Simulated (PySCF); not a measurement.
F₃GeH₃OSi, SMILES [F][Ge]([F])([O][SiH3])[F].

Geometry: PBE-D3(BJ)/def2-SVP. The values are those of a single conformer.

Computed with PBE-D3(BJ)/def2-SVP run with PySCF.

Frequencies are harmonic and unscaled.

Computed vibrational spectrum:
| mode | ν (cm⁻¹) | IR (km/mol) | moving atoms (share of kinetic energy) |
|---|---|---|---|
| 1 | 27 | 0.3 | F 36 %, O 27 %, Si 20 %, H 13 % |
| 2 | 74 | 0.0 | H 94 % |
| 3 | 78 | 1.0 | F 45 %, Si 30 %, O 9 %, H 9 % |
| 4 | 185 | 0.0 | F 78 %, O 20 % |
| 5 | 195 | 2.2 | F 73 %, Si 13 %, O 11 % |
| 6 | 242 | 33.4 | F 68 %, Ge 20 %, Si 9 % |
| 7 | 253 | 31.0 | F 48 %, O 26 %, Ge 24 % |
| 8 | 271 | 46.1 | F 47 %, Ge 29 %, O 17 % |
| 9 | 545 | 7.5 | O 39 %, Si 24 %, Ge 14 %, H 13 %, F 10 % |
| 10 | 689 | 36.8 | H 84 %, Si 8 % |
| 11 | 691 | 21.6 | F 45 %, H 41 % |
| 12 | 711 | 73.4 | F 38 %, H 37 %, O 11 % |
| 13 | 749 | 81.2 | F 73 %, Ge 26 % |
| 14 | 754 | 81.3 | F 73 %, Ge 26 % |
| 15 | 910 | 65.0 | H 96 % |
| 16 | 916 | 64.1 | H 96 % |
| 17 | 932 | 583.7 | H 40 %, O 37 %, Si 22 % |
| 18 | 971 | 24.8 | H 52 %, O 45 % |
| 19 | 2180 | 54.2 | H 98 % |
| 20 | 2189 | 111.8 | H 96 % |
| 21 | 2212 | 94.1 | H 96 % |
